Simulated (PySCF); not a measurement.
C2H3BClFO2. Atoms are numbered in the order given.

```xyz
10

B      0.7443     0.3949     0.6686
Cl     0.2352    -0.9399     1.6923
F      1.6261     1.2708     1.1362
O      0.3448     0.5546    -0.6335
C     -0.8276     0.0717    -1.2163
C     -0.6219    -0.1712    -2.6850
O     -1.8446    -0.0729    -0.5893
H     -1.5711    -0.4870    -3.1500
H      0.1522    -0.9521    -2.8287
H     -0.2402     0.7492    -3.1699
```
Charge 0, spin multiplicity 1.

The structure is a stationary point at PBE-D3(BJ)/def2-SVP. Other conformers were not sampled.

The numbers are results of PBE-D3(BJ)/def2-SVP (PySCF 2.14.0), not measurements.

Frequencies are harmonic and unscaled.

```csv
mode,ν (cm⁻¹),IR (km/mol),moving atoms (share of kinetic energy)
1,41,3.2,"O 31 %, C 25 %, Cl 18 %, H 16 %, F 10 %"
2,82,0.0,"O 50 %, F 22 %, C 12 %, H 9 %"
3,116,0.5,H 89 %
4,129,0.8,"O 49 %, Cl 33 %, C 9 %"
5,306,7.1,"F 31 %, C 24 %, O 19 %, H 13 %, Cl 12 %"
6,359,0.9,"O 33 %, F 32 %, Cl 17 %, B 9 %"
7,415,3.7,"F 26 %, O 20 %, Cl 19 %, H 14 %, C 12 %, B 8 %"
8,544,5.3,"B 47 %, C 21 %, H 13 %, O 10 %"
9,569,18.1,"B 29 %, C 28 %, H 21 %, O 19 %"
10,608,49.1,"C 31 %, F 20 %, O 19 %, Cl 12 %, H 12 %"
11,652,12.6,"O 58 %, C 15 %, B 13 %"
12,889,50.6,"O 53 %, C 19 %, B 13 %"
13,967,27.4,"H 54 %, C 31 %, O 13 %"
14,1008,6.0,"H 49 %, C 48 %"
15,1176,325.2,"C 63 %, H 24 %"
16,1216,533.8,"B 58 %, O 27 %, F 11 %"
17,1325,143.6,"H 67 %, C 31 %"
18,1382,269.9,"B 44 %, H 36 %, F 9 %"
19,1386,232.8,"H 60 %, B 27 %"
20,1393,10.4,H 96 %
21,1841,214.6,"C 63 %, O 36 %"
22,2992,0.1,H 97 %
23,3076,0.2,"H 91 %, C 9 %"
24,3131,1.5,"H 90 %, C 10 %"
```
